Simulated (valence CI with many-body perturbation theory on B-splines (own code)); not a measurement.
**Cr2+: calculated level list**

Computed by relativistic CI+MBPT: four valence electrons over a frozen Dirac-Fock core [Ar], a basis of 9 s, 9 p, 10 d, 8 f, 5 g, 3 h, 1 i functions for each j, with the one-electron correlation potential Σ1 (screened to all orders), the two-electron term Σ2, the three-electron term Σ3, Breit, model QED; selected single and double excitations, second order for the rest, scaled by the run's own slope (own B-spline code, finite nucleus).

Against 62 measured levels this calculation errs by 1343 cm⁻¹ on average and by 3236 at most. Among the levels kept, up to 480 cm⁻¹ of a level comes from second order outside the variational space, and about a tenth of that is noise between levels of different J, which matters for small intervals. Only levels of the ground parity were solved; by the run's estimate the other parity begins above the list, which can be wrong where configurations are misplaced.

Levels 46 to 63 of 63, with energies above the lowest level, 3d4 5D_0. "Leading %" is the weight of the configuration and term that name the level; weights of strongly mixed levels are sums over their largest components and can fall short. Lifetimes count E1, E2, E3, M1 and M2 decay at the calculated energies, and are blank where another channel may lead or the interval is too uncertain; long ones can be off by a factor of two.

| No. | Configuration | Term | J | E (eV) | Leading % | Lifetime | Second component |
| --- | --- | --- | --- | --- | --- | --- | --- |
| 46 | 3d3 4s | 3G | 5 | 7.873 | 97 | 12.3 ms |  |
| 47 | 3d4 | 1D | 2 | 8.163 | 96 | 35.9 ms |  |
| 48 | 3d3 4s | 1G | 4 | 8.298 | 92 | 9.85 ms | 5 % 3d3 4s 3H |
| 49 | 3d3 4s | 3P | 0 | 8.357 | 97 | 13.7 ms |  |
| 50 | 3d3 4s | 3P | 1 | 8.381 | 90 | 13.2 ms | 5 % 3d3 4s 3D |
| 51 | 3d3 4s | 3P | 2 | 8.416 | 89 | 6.99 ms | 8 % 3d3 4s 3D |
| 52 | 3d3 4s | 3P | 1 | 8.434 | 93 | 7.05 ms |  |
| 53 | 3d3 4s | 3P | 2 | 8.447 | 89 | 12.8 ms | 8 % 3d3 4s 3D |
| 54 | 3d3 4s | 3P | 0 | 8.449 | 97 | 6.95 ms |  |
| 55 | 3d3 4s | 3H | 4 | 8.496 | 93 | 7.92 ms | 5 % 3d3 4s 1G |
| 56 | 3d3 4s | 3H | 5 | 8.501 | 97 | 7.79 ms |  |
| 57 | 3d3 4s | 3H | 6 | 8.517 | 98 | 7.71 ms |  |
| 58 | 3d3 4s | 3D | 1 | 8.541 | 87 |  | 7 % 3d3 4s 3P |
| 59 | 3d3 4s | 3D | 2 | 8.583 | 82 |  | 14 % 3d3 4s 3P |
| 60 | 3d3 4s | 3D | 3 | 8.588 | 98 | 8.23 ms |  |
| 61 | 3d3 4s | 1P | 1 | 8.866 | 92 | 15.0 ms |  |
| 62 | 3d3 4s | 1H | 5 | 8.941 | 97 | 7.21 ms |  |
| 63 | 3d3 4s | 1D | 2 | 9.031 | 95 | 9.19 ms |  |
